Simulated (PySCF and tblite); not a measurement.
Values are calculated unless marked as measured or tabulated.
Stationary points of C₄H₁₀F₂SSi at GFN2-xTB, in Å:

Structure A

```
 1 C     1.084   -2.439   -0.110
 2 S     0.894   -1.159   -1.398
 3 Si   -0.175    0.383   -0.326
 4 C    -0.484    1.798   -1.545
 5 C    -1.710   -0.274    0.582
 6 C     1.024    1.065    1.060
 7 F     0.495    2.179    1.640
 8 F     1.169    0.155    2.069
 9 H     1.540   -2.012    0.776
10 H     1.731   -3.201   -0.531
11 H     0.113   -2.863    0.122
12 H    -0.812    2.692   -1.025
13 H     0.415    2.043   -2.103
14 H    -1.250    1.526   -2.263
15 H    -1.436   -0.971    1.369
16 H    -2.260    0.541    1.046
17 H    -2.385   -0.785   -0.100
18 H     2.037    1.329    0.726
```

Structure B

```
 1 C     1.241   -2.382   -0.227
 2 S     0.823   -1.117   -1.474
 3 Si   -0.225    0.364   -0.295
 4 C    -0.587    1.830   -1.435
 5 C    -1.732   -0.376    0.599
 6 C     0.961    0.993    1.126
 7 F     1.901    1.847    0.637
 8 F     0.246    1.708    2.042
 9 H     1.923   -1.967    0.507
10 H     1.727   -3.188   -0.765
11 H     0.336   -2.748    0.246
12 H    -1.116    2.614   -0.900
13 H     0.335    2.255   -1.824
14 H    -1.195    1.525   -2.280
15 H    -1.452   -1.173    1.284
16 H    -2.245    0.384    1.181
17 H    -2.442   -0.787   -0.113
18 H     1.500    0.219    1.691
```

Level: PBE0/pcSseg-1 + D3(BJ) on GFN2-xTB stationary points, with GFN2-xTB thermal terms.

Task: Which structure is a saddle point, and along which motion?

Result: B: one imaginary mode (23i cm⁻¹ at GFN2-xTB, mostly on C1, F7, H9), along the rotation about the Si3–C6 bond (torsion S2–Si3–C6–F7 from 171° to 72°, falling).

Task: Give their symmetry and energies above the lowest.

Result: A C1, 0.0 kcal/mol; B C1, 1.7 kcal/mol.

The barrier is low, and the GFN2-xTB saddle may lie off the DFT one, so take it as rough.
